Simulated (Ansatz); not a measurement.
`C=N[CH]([AlH2])[SiH3]` and `C=NC[SiH3]` differ in one atom or group.

Ansatz, PBE0-D4/def2-TZVP geometries, multiplicity 1. Each molecule was computed in one conformer, which needn't be the lowest.

```json
{"property": "size of the dipole moment (PBE/def2-TZVPP) / D", "`C=N[CH]([AlH2])[SiH3]`": "1.55"}
{"property": "size of the dipole moment (ωB97M-V/def2-TZVPP) / D", "`C=N[CH]([AlH2])[SiH3]`": "1.74"}
{"property": "HOMO energy (PBE/def2-TZVPP) / eV", "`C=N[CH]([AlH2])[SiH3]`": "-5.97"}
{"property": "HOMO energy (ωB97M-V/def2-TZVPP) / eV", "`C=N[CH]([AlH2])[SiH3]`": "-9.41"}
{"property": "LUMO energy (B3LYP/def2-TZVPP) / eV", "`C=N[CH]([AlH2])[SiH3]`": "-1.80"}
{"property": "zero-point energy (PBE0-D4/def2-TZVP) / kJ/mol", "`C=N[CH]([AlH2])[SiH3]`": "224.4"}
```

Question: What does the change do to each property? (Best estimate.)

Answer: The calculation gave: 
```tsv
property	`C=NC[SiH3]`	shift
size of the dipole moment (PBE/def2-TZVPP) / D	1.39	-0.16
size of the dipole moment (ωB97M-V/def2-TZVPP) / D	1.54	-0.20
HOMO energy (PBE/def2-TZVPP) / eV	-6.01	-0.04
HOMO energy (ωB97M-V/def2-TZVPP) / eV	-9.88	-0.47
LUMO energy (B3LYP/def2-TZVPP) / eV	-0.76	1.04
zero-point energy (PBE0-D4/def2-TZVP) / kJ/mol	218.4	-6.0
```

With PBE0 the HOMO falls by 0.21 eV and the LUMO rises by 1.09 eV, so the gap widens by about 1.30 eV. PBE moves the HOMO by -0.04 eV and ωB97M-V by -0.47 eV. The zero-point energy changes by -6.0 kJ/mol with -6 modes. Dipoles are sizes alone; their direction can turn.

Positive LUMOs are unbound, so they and the gaps depend on the basis.

B3LYP here is the variant with VWN-RPA as its local correlation; programs differ in this.
